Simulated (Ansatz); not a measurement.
The cluster Sb2As⁺, relaxed as a singlet with RKS PBE-D4/def2-TZVP in Ansatz, starting from the GFN2-xTB geometry. Force threshold 0.02 eV/Å.

In the def2 sets Sb takes a core potential; there is no spin–orbit coupling. The structure comes from a short search, and lower isomers may exist.

Start:

Cartesian coordinates in Å:
```
As 0.1016 -1.1767 0.7485
Sb -1.4459 0.5219 -0.2868
Sb 1.3443 0.6548 -0.4617
```

```
        step  energy (eV)  largest force component (eV/Å)  SCF passes
           1  -73902.2977                           0.432          21
2 (rejected)  -73902.1421                           1.663          28
           3  -73902.3188                           0.118          22
           4  -73902.3198                           0.003          24
```

Force components are those of the run's own axes.

End:

```csv
atom,x (Å),y (Å),z (Å)
As1,0.1049,-1.2064,0.7674
Sb2,-1.4229,0.5385,-0.2981
Sb3,1.3180,0.6679,-0.4693
```

By distances, no bond broke or formed. The bond that changes most is Sb2–Sb3, from 2.80 to 2.75 Å (atoms count from 1).

No frequencies were taken in this run, so the end may be a saddle point.

Run time 18 s (4 threads of Intel Xeon on a shared host).
